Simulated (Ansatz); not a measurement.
Ansatz (a quantum-chemistry and plane-wave program) input:

Ansatz 0.2 input:
```yaml
crystal:
  periodic: [false, false, false]
  atoms:
    - {symbol: Al, position_ang: [-0.08487950, -0.01304734, 0.03990889]}
    - {symbol: H, position_ang: [1.05809656, -0.36792410, 1.15641379]}
    - {symbol: H, position_ang: [0.01896754, 1.55260936, -0.42576253]}
    - {symbol: H, position_ang: [0.02636943, -1.01506980, -1.24946679]}
basis:
  gaussian:
    orbitals: def2-TZVP
hamiltonian:
  xc: b3lyp
  dispersion: d3bj
total_charge: -1
magnetization: {spin_polarized: true, initial_magnetization: 1}
phonons: {temperatures: {t_min: 298.15, t_max: 298.15, t_step: 100}}
```

Question: What final total energy does it print?

Answer: -244.24379 Eh (B3LYP-D3(BJ)/def2-TZVP). The basis has 55 functions.
